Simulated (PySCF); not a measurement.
Mo (molybdenum, neutral): UHF calculation

Configuration: [Kr] 4d5 5s1, high-spin 7S determinant. All numbers are calculated (PySCF 2.14, scalar relativity by spin-free X2C-1e, in x2c-QZVPPall).

| Property | Result |
| --- | --- |
| Total energy | -4046.239950 hartree |
| One-electron energy | -5585.5320 hartree |
| Hartree (Coulomb) energy | 1662.0656 hartree |
| Exchange energy | -122.7736 hartree |
| ⟨S²⟩ | 12.0039 |
| ⟨L²⟩ | 0.000 |
| Sum of ⟨r⟩ | 31.68 bohr |
| Sum of ⟨r²⟩ | 55.41 bohr² |
| Langevin diamagnetic susceptibility | -43.9 ×10⁻⁶ cm³/mol |

```json
{"shell": "1s β", "electrons": "1", "mean orbital energy (hartree)": "-738.90817", "rms radius, mean of both spins (bohr)": "0.0404"}
{"shell": "1s α", "electrons": "1", "mean orbital energy (hartree)": "-738.90725", "rms radius, mean of both spins (bohr)": "0.0404"}
{"shell": "2s α", "electrons": "1", "mean orbital energy (hartree)": "-107.13213", "rms radius, mean of both spins (bohr)": "0.166"}
{"shell": "2s β", "electrons": "1", "mean orbital energy (hartree)": "-107.09864", "rms radius, mean of both spins (bohr)": "0.166"}
{"shell": "2p α", "electrons": "3", "mean orbital energy (hartree)": "-95.56183", "rms radius, mean of both spins (bohr)": "0.148"}
{"shell": "2p β", "electrons": "3", "mean orbital energy (hartree)": "-95.53059", "rms radius, mean of both spins (bohr)": "0.148"}
{"shell": "3s α", "electrons": "1", "mean orbital energy (hartree)": "-19.41944", "rms radius, mean of both spins (bohr)": "0.456"}
{"shell": "3s β", "electrons": "1", "mean orbital energy (hartree)": "-19.40150", "rms radius, mean of both spins (bohr)": "0.456"}
{"shell": "3p α", "electrons": "3", "mean orbital energy (hartree)": "-15.51703", "rms radius, mean of both spins (bohr)": "0.462"}
{"shell": "3p β", "electrons": "3", "mean orbital energy (hartree)": "-15.49758", "rms radius, mean of both spins (bohr)": "0.462"}
{"shell": "3d α", "electrons": "5", "mean orbital energy (hartree)": "-9.17349", "rms radius, mean of both spins (bohr)": "0.453"}
{"shell": "3d β", "electrons": "5", "mean orbital energy (hartree)": "-9.12507", "rms radius, mean of both spins (bohr)": "0.453"}
{"shell": "4s α", "electrons": "1", "mean orbital energy (hartree)": "-3.00897", "rms radius, mean of both spins (bohr)": "1.19"}
{"shell": "4s β", "electrons": "1", "mean orbital energy (hartree)": "-2.78889", "rms radius, mean of both spins (bohr)": "1.19"}
{"shell": "4p α", "electrons": "3", "mean orbital energy (hartree)": "-1.89917", "rms radius, mean of both spins (bohr)": "1.34"}
{"shell": "4p β", "electrons": "3", "mean orbital energy (hartree)": "-1.60471", "rms radius, mean of both spins (bohr)": "1.34"}
{"shell": "4d α", "electrons": "5", "mean orbital energy (hartree)": "-0.34387", "rms radius, mean of both spins (bohr)": "2.11"}
{"shell": "5s α", "electrons": "1", "mean orbital energy (hartree)": "-0.23836", "rms radius, mean of both spins (bohr)": "3.94"}
```

Densities and radii are taken from the X2C orbitals without a picture-change correction, which distorts them close to the nucleus.

Spin-orbit constants ζ (cm⁻¹) from the X2C one-electron operator on these orbitals: bare nucleus, nucleus screened by l(l+1)(2l+1)/3 electrons, and screened by the Breit-Pauli mean field of the electrons.

```
shell    bare  screened nucleus  mean field
   2p  579900            552300         n/a
   3p   96680             92080         n/a
   3d   13640             10390         n/a
   4p   12190             11610         n/a
   4d   824.5             628.2         n/a
```
